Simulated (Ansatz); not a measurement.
```yaml
crystal:
  periodic: [false, false, false]
  atoms:
    - {symbol: C, position_ang: [1.049308, -1.520204, 0.108665]}
    - {symbol: O, position_ang: [0.601237, -0.354866, 0.738350]}
    - {symbol: Mo, position_ang: [-0.368501, 1.096184, 0.203852]}
    - {symbol: O, position_ang: [-1.666545, -0.196474, -0.287848]}
    - {symbol: F, position_ang: [-1.332615, 2.123941, -1.029290]}
    - {symbol: S, position_ang: [-0.828293, 2.041480, 2.000632]}
    - {symbol: Cl, position_ang: [1.493739, 2.044410, -0.723942]}
    - {symbol: H, position_ang: [0.212367, -1.988250, -0.419818]}
    - {symbol: H, position_ang: [1.839647, -1.267784, -0.606303]}
    - {symbol: H, position_ang: [1.441454, -2.200575, 0.866249]}
    - {symbol: H, position_ang: [-2.376399, 0.165339, -0.829948]}
basis:
  gaussian: {orbitals: def2-SVPD}
total_charge: 1
magnetization: {spin_polarized: true, initial_magnetization: 1}
hamiltonian: {xc: {name: HF}}
correlation: {active_space: {window: {electrons: 2, orbitals: 1}}}
output: {forces: true}
```

```sh
$ ansatz run in.yaml --threads 2 --pin off --events-out ev --progress --plain --max-ram 20480MiB --backend cpu
```

**Question.** How does Ansatz answer? (Estimate.)

**Answer.** Ansatz gave: The input was rejected before any iteration.
```
Error: invalid value for `correlation.active_space`: it starts from restricted Hartree–Fock orbitals; set hamiltonian.xc: hf without magnetization.spin_polarized
```
